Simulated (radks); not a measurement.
Values are calculated unless marked as measured or tabulated.
Task: Coherent X-ray form factor from a spherical all-electron density. Level of theory: non-relativistic Kohn-Sham, r2SCAN, spin-polarised, spherical densities, point nucleus; meta-GGA in the generalised Kohn-Sham scheme (a radial shooting solver on a logarithmic mesh with Libxc functionals).

sin(theta)/lambda (1/angstrom),f0 (electrons)
0.05,6.909
0.1,6.647
0.15,6.245
0.2,5.747
0.25,5.200
0.3,4.646
0.4,3.640
0.5,2.864
0.6,2.325
0.8,1.743
1,1.484
1.25,1.291
1.5,1.125
2,0.815

The species is in the configuration that NIST lists as its ground one. Which atom or ion scatters so?

Result: The fluorine ion F2+, [He] 2s2 2p3. Extrapolating in s^2 from the first two rows gives f0(0) = 7.0, near the electron count 7; among species with that count, the fall with angle is slower the higher Z, and the table is that of Z = 9; from so few rows the species is fixed only to a neighbour or two.
